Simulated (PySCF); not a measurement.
# C²⁺ (carbon, charge +2) across methods

[He] 2s2, closed-shell 1S. Calculation: PySCF 2.14, in aug-cc-pVTZ with one added diffuse shell each of s, p, d, f type (6s5p4d3f, 62 functions); no relativity, point nucleus.

| method | E (hartree) | mean ε 1s (eV) | mean ε 2s (eV) | Σ⟨r²⟩ (bohr²) | ⟨S²⟩ |
| --- | --- | --- | --- | --- | --- |
| PBE0 | -36.4698 | -317.50 | -42.030 | 4.578 | 0.000 |
| wB97M-V | -36.5349 | -320.56 | -44.493 | 4.593 | 0.000 |
| B3LYP | -36.5157 | -316.26 | -41.768 | 4.589 | 0.000 |
| BLYP | -36.5123 | -309.05 | -40.275 | 4.589 | 0.000 |
| r2SCAN | -36.4854 | -312.30 | -40.664 | 4.596 | 0.000 |
| TPSSh | -36.5225 | -314.39 | -41.279 | 4.568 | 0.000 |
| LDA | -36.1285 | -305.74 | -40.147 | 4.614 | 0.000 |
| UHF | -36.40747 | -344.23 | -46.096 | 4.624 | 0.000 |

Problem. Estimate the same row for PBE.

Solution. E (hartree) = -36.4590; mean ε 1s (eV) = -308.37; mean ε 2s (eV) = -40.350; Σ⟨r²⟩ (bohr²) = 4.577; ⟨S²⟩ = 0.000.
